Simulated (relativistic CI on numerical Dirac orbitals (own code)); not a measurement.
## Co²⁺ in a cubic cluster: 1s photoemission with charge transfer

Computed with a charge-transfer multiplet model of a cubic metal-ligand cluster with up to 2 ligand holes, Slater and spin-orbit integrals from Dirac-Coulomb-Breit ions, Slater integrals scaled by 0.9. The ground state mixes d7 with configurations of k ligand holes L, whose averages lie at kΔ + k(k − 1)U_dd/2; a core hole lowers each added d electron by U_cd. 20 K, Lorentzian 1.1 eV and Gaussian 0.6 eV FWHM.

Atomic integrals in eV (Slater integrals scaled, ζ unscaled), ground: F2dd 10.387, F4dd 6.447, zeta_d 0.063; with the core hole: F2dd 11.964, F4dd 7.470, zeta_d 0.091, G2cd 0.067.

Cluster parameters (eV): Δ = 2.3, U_dd = 6, 10Dq = 0.3, 10Dq(ligand) = 1.4, V(eg) = 2.1, V(t2g) = -0.98, final-state hopping factor = 0.9.

| Case | n_d | d7 | d8L | d9L2 | S |
| --- | --- | --- | --- | --- | --- |
| U_cd = 6.4 eV | 7.33 | 0.69 | 0.30 | 0.02 | 1.50 |
| U_cd = 7 eV | 7.33 | 0.69 | 0.30 | 0.02 | 1.50 |
| U_cd = 7.6 eV | 7.33 | 0.69 | 0.30 | 0.02 | 1.50 |
| U_cd = 8.2 eV | 7.33 | 0.69 | 0.30 | 0.02 | 1.50 |
| U_cd = 8.8 eV | 7.33 | 0.69 | 0.30 | 0.02 | 1.50 |

Weights, n_d and S are thermal averages at 20 K. Binding energies count from the first peak over 30 % of the highest in each spectrum, which can be another peak from case to case. The parameters are a model scan and need not match a compound or its usual spin state. Peaks in eV (height, largest 100):
- U_cd = 6.4 eV: 0.0 (100), 5.6 (41), 8.8 (6)
- U_cd = 7 eV: 0.0 (100), 5.6 (44), 8.9 (12)
- U_cd = 7.6 eV: 0.0 (100), 5.7 (44), 9.2 (22)
- U_cd = 8.2 eV: 0.0 (100), 5.7 (43), 9.5 (35)
- U_cd = 8.8 eV: 0.0 (100), 5.8 (43), 10.1 (49)

For the case U_cd = 7.6 eV, Δ = 2.3 eV is smaller than U_dd = 6 eV, the charge-transfer side of the Zaanen-Sawatzky-Allen scheme. With the core hole the configuration with one ligand hole lies at Δ − U_cd = -4.1, -4.7, -5.3, -5.9, -6.5 eV from the one without, in the order of the table; where this is negative the screened configuration lies lower.

With at most 2 ligand holes the space is cut while the next configuration still counts, so covalency is underestimated, and a final configuration with one more ligand hole, which can lie low, is missing from the spectra.
